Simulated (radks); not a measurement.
Problem. These are the eigenvalues of the occupied orbitals of an atom or ion with whole-number occupations (eV). Calculated with a radial shooting solver on a logarithmic mesh with Libxc functionals: scalar-relativistic Kohn-Sham, PBE, spin-polarised, spherical densities, finite nucleus; Fermi nuclear charge, rms radius of each element as measured or else 0.836 A^(1/3) + 0.57 fm.

| orbital | eigenvalue |
|---|---|
| 1s up | -52772.84 |
| 1s down | -52772.82 |
| 2s up | -9518.925 |
| 2s down | -9517.191 |
| 2p up | -8562.483 |
| 2p down | -8561.110 |
| 3s up | -2801.712 |
| 3s down | -2800.850 |
| 3p up | -2506.525 |
| 3p down | -2505.557 |
| 3d up | -2127.249 |
| 3d down | -2125.785 |
| 4s up | -1180.163 |
| 4s down | -1175.093 |
| 4p up | -1073.191 |
| 4p down | -1068.178 |
| 4d up | -930.1583 |

Which element is it, and in what charge state? The configuration may be excited. Open shells, if any, are filled with parallel spins first.

Solution. Z = 65, terbium, charge +27: Tb27+ in [Kr] 4d2. The list shows which subshells hold electrons but not how many an open one holds; the 1s level, -1939.4 hartree, gives Z - s = 62.3 by -(Z - s)^2/2, which with screening and relativity narrows Z to a few neighbours, and the depths of the outer levels then fix element, charge and occupations together.
